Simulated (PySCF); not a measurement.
Compound: C5H5ClF2.
Numbering: `[CH2:1]=[C:2]1[C@@H:3]([C@H:4]([F:5])[Cl:6])[C@@H:7]1[F:8]` (hydrogens: H9, H10 on C1; H11 on C3; H12 on C4; H13 on C7)

Structure used (PBE0-D3(BJ)/def2-SVP), in Å, numbered top down from 1:
```xyz
13
C5H5ClF2 angstrom
C      2.0198   -0.4104   -0.6522
C      0.9267   -0.1983    0.0609
C     -0.3197    0.5682    0.2388
C     -1.4885    0.3517   -0.6692
F     -1.3418    1.0793   -1.8002
Cl    -3.0093    0.8252    0.1380
C      0.0968   -0.5076    1.2186
F      0.4856   -0.1289    2.4564
H      2.2088    0.1492   -1.5726
H      2.7665   -1.1437   -0.3348
H     -0.2159    1.6005    0.5975
H     -1.6005   -0.7073   -0.9477
H     -0.4807   -1.4413    1.2394
```

All values: PBE0/def2-SVPD (PySCF, non-relativistic), on one gas-phase PBE0-D3(BJ)/def2-SVP geometry that isn't relaxed in the solvent. The solvent is an IEF-PCM continuum (Bondi radii, 1.10 Å for H, scaled by 1.2). Only the electrostatic response of the medium enters.

Gas phase at PBE0/def2-SVPD: HOMO -8.43 eV, LUMO -1.17 eV, dipole 2.34 D.

Task: What does the continuum do to the energy, the frontier levels and the dipole at PBE0/def2-SVPD in cyclohexane and acetone?

Result: 
```json
{"solvent": "cyclohexane", "ε": "2.017", "E(solvent) − E(gas) (kcal/mol)": "-2.15", "polarisation term (kcal/mol)": "-2.27", "distortion of the solute (kcal/mol)": "0.12", "HOMO (eV)": "-8.30", "LUMO (eV)": "-1.02", "dipole (D)": "2.61"}
{"solvent": "acetone", "ε": "20.49", "E(solvent) − E(gas) (kcal/mol)": "-5.22", "polarisation term (kcal/mol)": "-5.99", "distortion of the solute (kcal/mol)": "0.77", "HOMO (eV)": "-8.16", "LUMO (eV)": "-0.87", "dipole (D)": "3.02"}
```

The first energy column is the sum of the next two and covers electrostatics alone. From cyclohexane to acetone the lowering changes by a factor 2.43, Onsager's factor (ε − 1)/(2ε + 1) by 2.30 and ε itself by 10.2.

Task: Which radius a makes the point-dipole formula ΔE = −[(ε − 1)/(2ε + 1)]·μ²/a³ give the value in acetone, with the gas-phase dipole?

Result: μ = 0.922 au and |ΔE| = 0.00832 Eh give a = 1.92 Å; the farthest nucleus lies 3.13 Å from the centroid of the nuclei, so such a sphere wouldn't even hold the nuclei. The formula assumes a rigid point dipole at the centre of a sphere.

Task: Give the dipole vector in the frame of the coordinates (D, pointing from negative to positive charge), gas and acetone.

Result: Gas (1.46, -1.61, -0.88), solvent (1.78, -2.16, -1.14). Its length changes by +29 % and its direction by 3°.

Task: How does the static polarisability (PBE0/def2-SVPD, frozen core, with the continuum's full static response) change?

Result: 
```csv
medium,isotropic (au),principal values (au),⟨r²⟩ of the electrons (bohr²)
gas,76.3,"57.7, 69.5, 101.8",1292.8
cyclohexane,85.2,"64.2, 77.0, 114.2",1293.0
acetone,100.3,"77.9, 90.1, 132.9",1293.4
```

The isotropic value in acetone is 1.31 times the gas-phase one; no cavity-field correction is applied. ⟨r²⟩ is taken about the centre of nuclear charge.

Time: 33 s. Hardware: one thread, Arm Neoverse V1, shared host. This is the whole response run at PBE0/def2-SVPD in acetone, SCF included.
